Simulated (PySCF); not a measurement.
A geometry optimisation on `C(C#N)(=C=C=C=CF)F`.

Method: PBE0-D3(BJ)/def2-SVP geometry optimisation, gas phase (PySCF 2.14.0). Start geometry: GFN2-xTB. The input is one job of a driver script: a line of settings, then coordinates in Å.

Input:
```
{"job": {"xc": "PBE0", "basis": "def2-SVP", "d3": "d3bj", "grid": 2, "kind": "geom"}, "charge": 0, "multiplicity": 1}
N     -3.095685     1.884864    -1.716838
C     -2.664546     0.956197    -1.202091
C     -2.111271    -0.179313    -0.566944
F     -2.944235    -1.223330    -0.379440
C     -0.848639    -0.214859    -0.185401
C      0.360829    -0.224933     0.185448
C      1.580963    -0.241625     0.541278
C      2.834383    -0.269916     0.907062
F      3.248971     0.130067     2.114115
H      3.648114    -0.612498     0.280284
```

Output:
```
step   0  E = -482.61131630  max force = 0.028903
step   1  E = -482.61207551  max force = 0.007370
step   2  E = -482.61269155  max force = 0.004524
step   3  E = -482.61298297  max force = 0.003796
step   4  E = -482.61313082  max force = 0.002504
step   5  E = -482.61319932  max force = 0.001978
step   6  E = -482.61326879  max force = 0.000883
step   7  E = -482.61327627  max force = 0.000582
step   8  E = -482.61327952  max force = 0.000355
optimisation converged
```

Energies in Eh; «max force» is the largest Cartesian gradient component in Eh/bohr.

Give the first gradient maximum in eV/Å.

With 1 Eh/bohr = 51.422 eV/Å, 1.486 eV/Å.

Main results: final energy -482.61328 Eh after 8 steps; dipole 3.89 D.

Give the final coordinates.

0.038 Å rms from the input after alignment:
```
atom  x, y, z in Å
N1    -3.1021    1.8164   -1.8481
C2    -2.6794    0.9355   -1.2233
C3    -2.1492   -0.1481   -0.4564
F4    -3.0378   -1.0850   -0.1399
C5    -0.8795   -0.2145   -0.0933
C6     0.3570   -0.2256    0.2304
C7     1.5948   -0.2445    0.5553
C8     2.8815   -0.2940    0.8357
F9     3.4009    0.2181    1.9361
H10    3.6256   -0.7620    0.1812
```

How long does this job take on one thread, Arm Neoverse V1 (aarch64), shared host with 32 logical CPUs at a one-minute load of 60? And the peak memory of the process?

About 68 s, with 0.66 GiB resident at the peak, the Python interpreter and its libraries included.
Labels such as C1 count atoms from 1, the log's own numbers from 0.
